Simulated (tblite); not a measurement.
Species: C₆H₁₂O₂ (charge +1 and doublet state).
Structure used (GFN2-xTB), in Å, numbered top down from 1:
```
atom  x, y, z in Å
C1    -2.8269    0.5512   -0.8351
C2    -1.6622   -0.3317   -0.5292
C3    -1.0946   -0.2773    0.8686
C4     0.3211   -0.8347    0.9416
C5     1.2329   -0.1268   -0.0527
O6     0.8120    0.2934   -1.1239
O7     2.4559   -0.0561    0.3443
C8     3.4441    0.5365   -0.5113
H9    -2.6854    1.5636   -0.4630
H10   -3.7328    0.1555   -0.3622
H11   -3.0353    0.5752   -1.9036
H12   -0.7660    0.0499   -1.1490
H13   -1.7961   -1.3521   -0.9000
H14   -1.7270   -0.8854    1.5285
H15   -1.1214    0.7433    1.2587
H16    0.7514   -0.7403    1.9382
H17    0.3405   -1.8938    0.6646
H18    4.4057    0.2306   -0.1069
H19    3.3261    0.1866   -1.5372
H20    3.3528    1.6229   -0.4831
```

Computed with GFN2-xTB (tblite): harmonic, unscaled wavenumbers at the GFN2-xTB geometry, gas phase. This tight-binding method is rough: wavenumbers can miss measured ones by several per cent, in bad cases by 10 to 20. One conformer, not necessarily the lowest. Open shells enter through the occupations alone, without spin polarisation, and single modes of such species can be off by tens of per cent.

Harmonic wavenumbers (cm⁻¹): 32.2, 62.5, 123.8, 149.7, 166.3, 225.8, 237.7, 307.2, 344.7, 393.4, 490.9, 586.4, 686.0, 742.8, 833.9, 872.3, 889.7, 947.7, 980.0, 1006.3, 1041.2, 1078.4, 1094.3, 1100.3, 1118.2, 1131.6, 1139.0, 1167.7, 1244.9, 1260.5, 1263.3, 1284.0, 1335.5, 1364.4, 1380.0, 1386.3, 1398.0, 1416.6, 1417.7, 1426.5, 1440.1, 1622.9, 2265.3, 2903.5, 2932.1, 2955.0, 2959.0, 2986.8, 3006.6, 3011.0, 3024.6, 3030.1, 3046.5, 3053.8.

A = 4910, B = 1022, C = 892.2 MHz; mass 116.084 u (most abundant isotopes); point group C1, symmetry number 1; spin multiplicity 2.

Problem. What is the zero-point energy?

Solution. ½Σν̃ = 36682 cm⁻¹ = 438.82 kJ/mol.

Problem. Give the ideal-gas entropy at 400 K and 1 bar in the rigid-rotor, harmonic-oscillator model (classical rotation).

Solution. Translation 174.26, rotation 123.60, vibration 162.18, spin (R ln 2) 5.76: S = 465.8 J/(mol K).

Problem. And Cp and H(400 K) − H(0)?

Solution. Cp = 197.14 J/(mol K), of which vibrations give 163.88 (their classical limit is 54 R = 449.0); H(400 K) − H(0) = 46.12 kJ/mol without the zero-point energy, 32.81 from vibrations.

Problem. How do the functions run with temperature in this model?

Solution. 
```csv
T (K),S (J/(mol K)),Cp (J/(mol K)),H − H(0) (kJ/mol),G − H(0) (kJ/mol),ln q(vib)
150,331.8,97.0,9.94,-39.83,3.34
250,389.5,133.1,21.38,-75.99,5.92
298.15,414.6,153.2,28.26,-95.35,7.12
600,560.1,269.0,93.14,-242.94,14.56
900,683.7,339.2,185.26,-430.05,21.71
```

q(vib) and H(0) count from the zero-point level.

Problem. Blend soft modes into free rotors: weight 1/[1 + (100 cm⁻¹/ν̃)⁴] for the oscillator and the rest for a rotor with moment μB/(μ + B), μ = h/(8π²ν), B = 10⁻⁴⁴ kg m². What vibrational entropy results?

Solution. 147.64 J/(mol K) in place of 162.18, which changes −T·S at 400 K by +5.81 kJ/mol.

Problem. What must be added to the electronic energy to get the Gibbs energy at 400 K and 1 bar?

Solution. ZPE + [H(400 K) − H(0)] − T·S = 438.82 + 46.12 − 186.32 = 298.62 kJ/mol.

Hindered rotation and anharmonicity are outside this model. Other conformers, if any are populated, would add a mixing term that is left out. The structure is chiral; the term R ln 2 for an equal mix with its mirror image is left out.
